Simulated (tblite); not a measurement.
**Question.** Give a GFN2-xTB geometry of InChI=1S/C6H13ClOSi/c1-6-2-3-8-5-9(7)4-6/h6,9H,2-5H2,1H3/t6-,9+/m1/s1.

**Answer.** 
Z-matrix in Å and degrees, rows numbered from 1:
```
C 
C   1  1.5294
C   2  1.5310  1  109.16
C   3  1.5329  2  115.84  1   172.58
O   4  1.4131  3  113.60  2    81.45
C   5  1.4159  4  115.43  3  -105.26
Si  6  1.9215  5  113.49  4    62.93
Cl  7  2.0306  6  108.77  5  -111.67
C   2  1.5355  1  109.69  3  -123.21
H   1  1.0880  2  110.67  3  -177.85
H   1  1.0884  2  110.33  3    62.09
H   1  1.0880  2  110.69  3   -57.89
H   2  1.0962  1  108.04  3   117.95
H   3  1.0924  2  108.26  1    51.95
H   3  1.0922  2  109.41  1   -65.30
H   4  1.0971  3  108.23  2  -161.72
H   4  1.0967  3  110.39  2   -43.56
H   6  1.1002  5  109.58  4   -62.55
H   6  1.0913  5  104.39  4  -176.83
H   7  1.4640  6  110.33  5   130.81
H   9  1.0926  2  108.30  1   -41.76
H   9  1.0912  2  108.68  1    73.41
```

The 7-membered ring C2–C3–C4–O5–C6–Si7–C9 has internal angles of 109.6° to 115.8°; it is puckered, 0.32 Å rms from its mean plane, widest ring torsion 105°. Si7 (chlorine-bound silicon) is tetrahedral (angles from 107.4° to 111.5°). Of the pairs four or more bonds apart, Si7···H17 is among the closest relative to their van der Waals radii: 3.09 Å, 94 % of the sum of Bondi's values. The 2 C–Si bonds span 1.901 Å (Si7–C9, drawn single) to 1.922 Å (C6–Si7, drawn single), a spread of 0.021 Å.

Computed geometry: GFN2-xTB, gas phase.

Point group: C1 (no symmetry element, even within 0.4 Å). Its GFN2-xTB frequencies are all real (lowest 45 cm⁻¹). One conformer, not necessarily the lowest (C1–C2–C3–C4 173°, C2–C3–C4–O5 81°, C3–C4–O5–C6 -105°, C4–O5–C6–Si7 63°).
